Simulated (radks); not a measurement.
Valence configurations of Pt (all share [Xe]). All-electron calculation, scalar-relativistic Kohn-Sham, SCAN, spin-polarised, spherical densities, finite nucleus; open shells are filled with parallel spins first (spin-orbit coupling, left out, can overturn this in heavy ions); meta-GGA in the generalised Kohn-Sham scheme; Fermi nuclear charge, rms radius 5.427 fm. Program: a radial shooting solver on a logarithmic mesh with Libxc functionals. Energies are relative to 4f14 5d9 6s1; eigenvalues in eV for spin up.

| valence | E (eV) | moment (Bohr magnetons) | e(4f) | e(5d) | e(6p) | e(6s) |
|---|---|---|---|---|---|---|
| 4f14 5d9 6s1 | 0.000 | 2 | -70.988 | -6.654 | - | -6.517 |
| 4f13 5d9 6s2 | 71.467 | 2 | -85.738 | -9.748 | - | -7.126 |
| 4f14 5d8 6s1 6p1 | 5.365 | 4 | -75.698 | -10.679 | -2.641 | -8.727 |
| 4f14 5d7 6s1 6p2 | 12.291 | 6 | -80.407 | -14.517 | -3.895 | -10.824 |
| 4f12.5 5d9 6s2 6p0.5 | 114.76 | 3 | -94.522 | -12.542 | -1.996 | -8.532 |
| 4f13.5 5d9 6s1.5 | 34.367 | 2 | -78.233 | -8.134 | - | -6.802 |
| 4f14 5d10 | 0.687 | 0 | -68.300 | -4.508 | - | - |
| 4f14 5d8 6s2 | 0.676 | 2 | -73.984 | -8.860 | - | -7.151 |
| 4f14 5d8.5 6s1 6p0.5 | 2.514 | 3 | -73.337 | -8.682 | -1.929 | -7.745 |

NIST lists [Xe] 4f14 5d9 6s1 as the ground configuration; this level of theory agrees among the configurations tried. The energies are those of spherical high-spin densities, not of single terms. No valid solution was reached for [Xe] 4f13 5d8 6s1 6p2.
